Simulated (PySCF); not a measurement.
Compound: C₅H₆F₄.
Structure used (GFN2-xTB), in Å, numbered top down from 1:
```xyz
15
C5H6F4 angstrom
F     -2.2407    1.2152    0.2472
C     -2.2381    0.2204   -0.6962
C     -1.1767   -0.8237   -0.3521
C      0.1930   -0.2466   -0.4780
C      1.0407   -0.1196    0.5297
C      2.4059    0.4682    0.3772
F      2.6647    0.9066   -0.8630
F      3.3707   -0.4268    0.6707
F      2.6047    1.5102    1.2020
H     -3.2401   -0.2199   -0.6924
H     -2.0392    0.6992   -1.6606
H     -1.2862   -1.6551   -1.0514
H     -1.3470   -1.1847    0.6628
H      0.4690    0.1007   -1.4654
H      0.8149   -0.4362    1.5364
```

Theory: PySCF 2.14.0, density-fitted response routines, TDDFT PBE0/def2-SVPD, vertical, gas phase, core orbitals frozen in the response.

Broadening: Gaussians 0.4 eV wide at half height, area fixed by f = 4.319×10⁻⁹ ∫ε dν̃. The width is an assumption, not a result. The curve ends short of the highest state used, and states not computed would add to its high-energy end.

(λ (nm), ε (L mol⁻¹ cm⁻¹)): (157.3, 868), (158.1, 826), (158.8, 927), (159.6, 1266), (160.4, 1934), (161.2, 3045), (162.0, 4716), (162.7, 6707), (163.5, 9617), (164.3, 13149), (165.1, 17132), (165.9, 21286), (166.6, 24774), (167.4, 28235), (168.2, 30783), (169.0, 32143), (169.8, 32182), (170.5, 31155), (171.3, 28922), (172.1, 25829), (172.9, 22215), (173.6, 18894), (174.4, 15186), (175.2, 11789), (176.0, 8849), (176.8, 6427), (177.5, 4733), (178.3, 3241), (179.1, 2153), (179.9, 1389), (180.7, 871), (181.4, 566), (182.2, 337), (183.0, 196), (183.8, 111), (184.6, 61)

Question: Locate the maxima and give the states behind the curve.

Answer: 169 nm (7.32 eV), ε about 32000, made up of S1 (100%) (ε in L mol⁻¹ cm⁻¹; maxima over ε = 5, shares over 10%). At its high-energy end, 7.88 eV, the curve is still rising (ε about 860, from S1, S3 and S4). The states used: S1 7.32 eV (f 0.480); S2 7.78 eV (f 0.0009); S3 8.00 eV (f 0.0063); S4 8.22 eV (f 0.036); S5 8.24 eV (f 0.0013); S6 8.48 eV (f 0.0040).

Question: What would ε be at 7.32 eV, the highest of these maxima, with half the width (0.2 eV)?

Answer: About 64600 L mol⁻¹ cm⁻¹ against 32300, a factor of about 2.00; a lone state at its own centre would give exactly 2.

One conformer stands for the species.
